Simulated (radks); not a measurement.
Tl XXXV, 47 electrons, occupied as [Kr] 4d10 4f1.

Method: Dirac Kohn-Sham, BLYP, spin-unpolarised, spherical densities, finite nucleus; open shells fill j = l - 1/2 first; Fermi nuclear charge, rms radius 5.4759 fm; computed with a radial shooting solver on a logarithmic mesh with Libxc functionals.

Energy parts (hartree):
total: -19665.2198
kinetic: 22866.7177
electron-nucleus: -47321.2063
Hartree: 5118.7657
exchange-correlation: -329.4970

Orbitals (lengths in bohr, moments of r in powers of bohr):
orbital,occ.,eigenvalue (hartree),<r>,small-component weight
1s1/2,2,-3188.221,0.01632,9.51e-02
2s1/2,2,-607.1958,0.06809,2.19e-02
2p1/2,2,-584.9523,0.05590,2.20e-02
2p3/2,4,-509.0774,0.06470,1.94e-02
3s1/2,2,-181.7867,0.1763,7.41e-03
3p1/2,2,-171.7995,0.1667,7.36e-03
3p3/2,4,-154.7573,0.1823,6.63e-03
3d3/2,4,-138.2904,0.1585,6.49e-03
3d5/2,6,-134.6550,0.1633,6.29e-03
4s1/2,2,-73.85000,0.3696,2.91e-03
4p1/2,2,-69.50080,0.3674,2.83e-03
4p3/2,4,-64.58635,0.3936,2.59e-03
4d3/2,4,-57.53167,0.3858,2.43e-03
4d5/2,6,-56.52658,0.3933,2.37e-03
4f5/2,1,-47.89435,0.3673,2.10e-03
4f7/2,0,-47.61797,0.3705,2.08e-03

The highest occupied level is 4f5/2 at -1303.3 eV. Summed over all electrons, <r^2> = 3.849 bohr^2, which gives a Langevin (diamagnetic) susceptibility term of -3.05 x 10^-6 cm^3/mol. For comparison, the ionisation energy in NIST's Atomic Spectra Database is 1350 eV (theoretical). In exact Kohn-Sham theory the highest level is minus the ionisation energy, but local and semilocal functionals leave it too shallow, through self-interaction and a potential that decays too fast; potentials with the right tail come closer.

Beside tabulated values, note that spin-unpolarised runs miss the spin-polarisation part of the exchange energy of open shells.
